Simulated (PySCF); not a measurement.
H₂Mo, SMILES [MoH2] (connectivity only; charge and spin as stated), neutral, multiplicity 5.

Geometry optimised at r2SCAN-D4/def2-TZVPD. The spin state was assumed, not searched. The def2 effective core potentials stand for the cores of Mo; spin–orbit coupling is left out.

Two levels are set side by side: PBE/def2-TZVPD (PySCF) and ωB97X/def2-TZVPD (PySCF). Same geometry, gas phase. Differences are taken from unrounded values.

```tsv
quantity	ωB97X
α-spin orbital gap (eV)	8.11
β-spin orbital gap (eV)	9.53
dipole moment (D)	3.38
mean polarisability (bohr³)	56.5
```

### Question
What does PBE give, and how far is it from ωB97X? (Estimate from the structure and the level; the computed values follow.)

### Answer

| quantity | PBE | PBE minus ωB97X |
|---|---|---|
| α-spin orbital gap (eV) | 2.13 | -5.98 |
| β-spin orbital gap (eV) | 4.39 | -5.14 |
| dipole moment (D) | 2.51 | -0.87 |
| mean polarisability (bohr³) | 56.7 | 0.1 |

Rough cost on one machine, each run with all the roots and properties that it gave: ωB97X against PBE within a factor of 2.
